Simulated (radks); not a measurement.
Task: All-electron atom: Er XLIV in [Ar] 3d6 7f1 (not the ground configuration). Calculated with a radial shooting solver on a logarithmic mesh with Libxc functionals: scalar-relativistic Kohn-Sham, LDA (Slater exchange, Perdew-Wang correlation), spin-unpolarised, spherical densities, finite nucleus; Fermi nuclear charge, rms radius 5.2516 fm. Some entries of the table are withheld. Estimate them.

orbital  occ.  eigenvalue (hartree)  <1/r> (bohr^-1)
1s          2                   (1)            77.48
2s          2             -440.2738              (2)
2p          6                   (3)              (4)
3s          2                   (5)            6.981
3p          6             -144.8786            6.558
3d          6             -130.9148            6.234
7f          1                   (6)           0.9409

Result: 
(1) 1s eigenvalue (hartree): -2194.584
(2) 2s <1/r> (bohr^-1): 18.12
(3) 2p eigenvalue (hartree): -399.9805
(4) 2p <1/r> (bohr^-1): 16.74
(5) 3s eigenvalue (hartree): -157.1475
(6) 7f eigenvalue (hartree): -20.13276
